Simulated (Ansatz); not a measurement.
Species: sum formula AlHBr$_{2}$, charge 0, multiplicity 1. SMILES: [Br][AlH][Br]
Geometry: optimised at B3LYP-D3(BJ)/def2-TZVP (Ansatz, an electronic-structure program).

Property: atomisation energy (electronic, to ground-state atoms), in kcal/mol. Valence correlation only, unless marked. UHF or UKS for open shells. No spin-orbit coupling. Frozen are the shells of the preceding noble gas and the d and f shells that filled before the atom's block. No relativistic terms. The coupled-cluster limit lacks core correlation, which all-electron functionals hold. Basis-set limits of correlation are two-point, X^-3; Hartree-Fock from the larger set.

| level | program | atomisation energy (kcal/mol) |
|---|---|---|
| HF/STO-3G | Ansatz | 301.1 |
| HF/6-31G | Ansatz | 156.7 |
| wB97X/def2-TZVPD | Ansatz | 249.8 |
| B2PLYP-D3(BJ)/def2-TZVPD | Ansatz + dftd3 | 248.2 |

Question: Predict the CCSD(T)/CBS(def2-TZVPPD,def2-QZVPPD) result (Ansatz).

Answer: 254.5 kcal/mol, so B2PLYP-D3(BJ)/def2-TZVPD differs from it by -6.3 kcal/mol.
